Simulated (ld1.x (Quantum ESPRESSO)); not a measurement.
Reading a pseudo-wave (Cu)

Columns: radius, all-electron u(r) and pseudo u(r) of the 4p shell (level -1.02 eV) of copper in the configuration [Ar] 3d10 4s0.75 4p0.25; PBE, scalar-relativistic, TM semilocal scheme, ld1.x (Quantum ESPRESSO) 7.5.

| r (bohr) | all-electron | pseudo |
| --- | --- | --- |
| 0.128 | 0.0772 | 0.0016 |
| 0.255 | -0.0004 | 0.0063 |
| 0.382 | -0.0924 | 0.0142 |
| 0.510 | -0.1312 | 0.0253 |
| 0.638 | -0.1218 | 0.0396 |
| 0.765 | -0.0845 | 0.0569 |
| 0.893 | -0.0341 | 0.0776 |
| 1.020 | 0.0194 | 0.1010 |
| 1.148 | 0.0723 | 0.1273 |
| 1.275 | 0.1214 | 0.1556 |
| 1.402 | 0.1663 | 0.1854 |
| 1.530 | 0.2069 | 0.2162 |
| 1.658 | 0.2432 | 0.2468 |
| 1.785 | 0.2749 | 0.2758 |
| 1.912 | 0.3028 | 0.3028 |
| 2.040 | 0.3274 | 0.3272 |
| 2.168 | 0.3487 | 0.3486 |
| 2.295 | 0.3669 | 0.3669 |
| 2.422 | 0.3824 | 0.3824 |
| 2.550 | 0.3956 | 0.3956 |
| 2.678 | 0.4066 | 0.4066 |
| 2.805 | 0.4155 | 0.4155 |
| 2.932 | 0.4226 | 0.4226 |
| 3.060 | 0.4282 | 0.4282 |
| 3.188 | 0.4322 | 0.4322 |
| 3.315 | 0.4349 | 0.4349 |

**Question.** How many radial nodes do the two functions have?

**Answer.** The all-electron 4p function has n − l − 1 = 2; the pseudo-wave has 0, since the states of the same l below it are removed with the core.

**Question.** Is the pseudo-wave norm-conserving?

**Answer.** Yes: the TM semilocal scheme keeps the norm inside the radius equal to the all-electron one, which fixes the energy derivative of the logarithmic derivative at the level.
